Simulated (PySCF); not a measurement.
Gas-phase equilibrium of 1 mol HCl, 11 mol O2 at 2000 K and 1.01 bar, among 14 species (ClO, O2, HCl, O, HO2, H2O, H, HOCl, H2O2, O3, H2, Cl, Cl2, OH). Only gases are allowed; each row takes one source of thermochemistry for all species, and Cantera finds the minimum.

Method: PySCF energies plus ideal-gas RRHO corrections (1 bar). 'Table' is the NASA 1993 thermochemical table (part measured, part estimated). † marks an energy on the PBE0/def2-TZVP geometry and frequencies. Open shells (unrestricted) among the columns below: ClO (multiplicity 2, electronic degeneracy 4), O2 (multiplicity 3), O (multiplicity 3, electronic degeneracy 9), Cl (multiplicity 2, electronic degeneracy 6), OH (multiplicity 2, electronic degeneracy 4); the rest are closed-shell singlets. Spin-orbit splitting is ignored; it lowers the true energy and changes the entropy of ClO, O, Cl, OH. The harmonic model lacks anharmonicity and excited electronic states, which grow with temperature; levels with a mode under 35 cm⁻¹ are left out. The table's entry may be an old estimate for ClO, OH (not checked at source).

Molecules larger than those listed are left out.

Mole fractions:

```
thermochemistry     x O2  x HCl    x Cl   x H2O    x Cl2     x OH    x ClO      x O
------------------  ----  -----  ------  ------  -------  -------  -------  -------
table               0.90  0.051   0.028   0.015   0.0015   0.0012  0.00041  0.00063
BLYP/def2-TZVP†     0.90  0.058   0.023   0.012  0.00057  0.00095  0.00044  0.00011
PBE0/def2-SVP†      0.91  0.063   0.020  0.0096  0.00014  0.00096   2.7e-5  0.00030
LDA/def2-TZVP†      0.91  0.066  0.0033  0.0087   0.0068   3.6e-5  0.00078   7.5e-7
ωB97M-V/def2-TZVP†  0.90  0.058   0.022   0.012   0.0011   0.0013  0.00029  0.00050
ωB97X-V/def2-TZVP†  0.91  0.060   0.021   0.011  0.00059   0.0011  0.00019  0.00032
```
The most sensitive of these is O: it spans a factor of 10^2.9 over these rows; at this temperature one factor of ten is RT ln 10 = 38 kJ/mol.
